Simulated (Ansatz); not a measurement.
Stepwise reaction of `O=C=N[SiH](N=C=O)N=C=O` with hydrogen, as a gas-phase model of exchange steps in deposition or etching. ΔE in kJ/mol.

Program: Ansatz. Geometries: PBE0-D4/def2-TZVP. ΔE: electronic, gas phase. CCSD(T)/CBS adds triple-zeta CCSD(T) − MP2 to the extrapolated MP2 energy (def2 sets, frozen cores). This one scheme is used for every species. DFT in def2-TZVPP. B3LYP here is the variant with VWN-RPA as its local correlation; programs differ in this. One conformer a species, not always the lowest.

```json
{"step": "1", "reaction": "`O=C=N[SiH](N=C=O)N=C=O` + H₂ → `O=C=N[SiH2]N=C=O` + `N=C=O`", "PBE-D4": "75.2", "B3LYP-D4": "83.7", "ωB97M-V": "81.2", "CCSD(T)/CBS": "82.6"}
{"step": "2", "reaction": "`O=C=N[SiH2]N=C=O` + H₂ → `O=C=N[SiH3]` + `N=C=O`", "PBE-D4": "70.1", "B3LYP-D4": "77.8", "ωB97M-V": "76.0", "CCSD(T)/CBS": "78.4"}
{"step": "3", "reaction": "`O=C=N[SiH3]` + H₂ → SiH₄ + `N=C=O`", "PBE-D4": "56.8", "B3LYP-D4": "65.4", "ωB97M-V": "63.4", "CCSD(T)/CBS": "65.9"}
```

Task: By hand: ΔE of the 3 steps together at CCSD(T)/CBS.

Result: (82.6) + (78.4) + (65.9) = 226.9 kJ/mol, or 75.6 kJ/mol a step.

In ΔE each step is lower than the one before. All are uphill at CCSD(T)/CBS. PBE-D4 differs from CCSD(T)/CBS by -9.1 to -7.4 kJ/mol a step. Isolated molecules leave out the surface, adducts and barriers. Largest T1 diagnostic: 0.018.
